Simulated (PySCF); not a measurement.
## Polarisability and C₆ of Ta²⁺ (tantalum, charge +2)

[Xe] 4f14 5d3, high-spin 4F determinant. Computed with PySCF 2.14 in aug-cc-pVTZ-PP with one added diffuse shell each of s, p, d, f, g type with ECP60MDF (7s7p6d4f3g, 113 functions), with a scalar-relativistic core potential. Coupled (time-dependent) response in atomic units; α is the mean over directions.

| method | mean α (bohr³) | C₆ (like pair) | S(−4) |
| --- | --- | --- | --- |
| UHF | 13.33 | 73.68 | 94.86 |
| PBE | 14.83 | 82.19 | 132.8 |

S(−4) is the Cauchy moment in α(ω) = α(0) + S(−4) ω² + …

Spin-orbit coupling is absent.

α(iu) at PBE:

```
u (hartree)  α(iu) (bohr³)
          0          14.83
     0.0500          14.51
      0.100          13.68
      0.200          11.50
      0.300          9.594
      0.500          7.034
      0.750          5.148
       1.00          3.962
       1.50          2.561
       2.00          1.780
       3.00         0.9841
       5.00         0.4155
```

A single London oscillator, α(iu) = α/(1 + u²/ω²), gives C₆ = (3/4) ω α². Matching the computed C₆ needs ω = 4 × 82.19 / (3 × 14.83²) = 0.498 hartree.

For an ion, C₆ is the dispersion term alone; charge-induced terms of lower order in 1/R come first.

Energies and moments cover only the electrons outside the core potential. Spin-orbit coupling, absent here, splits the open shell strongly.
